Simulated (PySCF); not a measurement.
# Electronic absorption of CH10N2OSi3

Species: CH10N2OSi3.
Z-matrix (Å and degrees, GFN2-xTB geometry), rows numbered from 1:
```
C 
N   1  1.4435
Si  2  1.7434  1  121.23
Si  3  2.3003  2   94.76  1  -178.87
O   4  1.6405  3   97.23  2     3.39
Si  5  1.6278  4  124.29  3    -0.63
N   6  1.7219  2  110.80  1    64.56
H   1  1.0945  2  111.37  3    87.84
H   1  1.0904  2  110.24  3  -152.14
H   1  1.0897  2  110.26  3   -32.26
H   3  1.4765  2  109.35  1   -56.63
H   3  1.4759  2  106.30  1    57.72
H   4  1.4663  3  119.13  2   114.39
H   4  1.4670  3  119.27  2  -107.33
H   6  1.4634  2  109.90  1   -66.95
H   7  1.0060  6  118.31  2   -66.50
H   7  1.0068  6  117.53  2   157.38
```

Method used: TDDFT CAM-B3LYP/def2-SVPD, vertical, gas phase, core orbitals frozen in the response (PySCF 2.14.0, density-fitted response routines).

What does the calculation give for the low-lying excited states?

```
state  E (eV)  E (kJ/mol)  λ (nm)       f  |μ| (D)   main configurations (H = HOMO, L = LUMO)
   S1    5.71         551   217.3  0.0000     0.03                                  H→L (89%)
   S2    6.23         601   198.9  0.0040     0.41                   H→L+1 (72%), H→L+2 (13%)
   S3    6.45         622   192.2   0.019     0.87                                H-2→L (86%)
   S4    6.69         645   185.3   0.018     0.85                   H→L+3 (44%), H→L+4 (43%)
   S5    6.75         651   183.7   0.057     1.49  H-1→L+1 (42%), H-1→L (12%), H-1→L+2 (10%)
   S6    6.84         660   181.2   0.015     0.76      H→L+2 (34%), H→L+3 (25%), H→L+1 (14%)
   S7    7.06         681   175.6  0.0097     0.60                                H-3→L (66%)
   S8    7.08         683   175.1   0.016     0.78      H→L+4 (27%), H→L+2 (23%), H→L+3 (18%)
```

Triplets, Tamm–Dancoff:

```json
{"state": "T1", "E (eV)": "5.49", "λ (nm)": "225.8", "main configurations (H = HOMO, L = LUMO)": "H→L (84%)"}
{"state": "T2", "E (eV)": "5.79", "λ (nm)": "214.2", "main configurations (H = HOMO, L = LUMO)": "H-2→L (85%)"}
{"state": "T3", "E (eV)": "6.13", "λ (nm)": "202.4", "main configurations (H = HOMO, L = LUMO)": "H→L+1 (67%), H→L+2 (12%)"}
```

The lowest singlet lies at 5.71 eV (217 nm, ultraviolet) and is dark (f under 0.0005); its leading configuration is HOMO→LUMO (89%). The strongest level in the table is S5 at 6.75 eV (184 nm, f = 0.057). Löwdin shares by element: HOMO nitrogen 55% or more, silicon 14% or more, carbon 10% (atoms not listed hold the other 21%); LUMO silicon 56% or more, oxygen 7%, hydrogen 6% or more (atoms not listed hold the other 31%). The listed states span 1.37 eV, and the widest gap between neighbours is 0.53 eV (S1 to S2). Orbital energies (eV): HOMO-3 -9.95, HOMO-2 -9.39, HOMO-1 -9.04, HOMO -8.20, LUMO 0.55, LUMO+1 1.10, LUMO+2 1.35. The oscillator strengths of these states sum to 0.139; summed over the whole spectrum of an exact calculation they would give the number of electrons, 80 (Thomas–Reiche–Kuhn). The window holds the lowest 8 singlets.

Hardware: an Arm Neoverse N1 with one thread (shared host). Cost: 99 s.

One conformer stands for the species.
